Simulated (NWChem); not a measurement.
Species: SiNH₃OF₂; SMILES [Si](F)(N)(F)O

```xyz
8

N      0.0971    -1.5758    -0.6045
Si    -0.0017    -0.0040     0.0063
O      1.3639     0.2993     0.8608
F     -1.3411     0.1073     0.8765
F     -0.1532     1.1744    -1.0791
H      0.9664    -1.9646    -0.9409
H     -0.7155    -2.1060    -0.8845
H      1.6319     1.2277     0.9054
```
Atoms are numbered in this order, from 1.

All runs: NWChem. Coordinates come from a B3LYP/6-31G* (spherical d) optimisation.

Order these runs by computing time, cheapest first, and give rough ratios: TPSS/pcseg-1; TPSS/pcseg-2; TPSS/STO-3G.

TPSS/STO-3G (1), TPSS/pcseg-1 (4), TPSS/pcseg-2 (10). Ratios are rough, from one shared machine; the cheapest took about 2.4 core-seconds (a rough figure). What differs between the cheapest and the dearest: highest occupied level (eV) -2.30 → -6.88; orbital gap (eV) 8.27 → 6.33; dipole (D) 0.89 → 1.69.
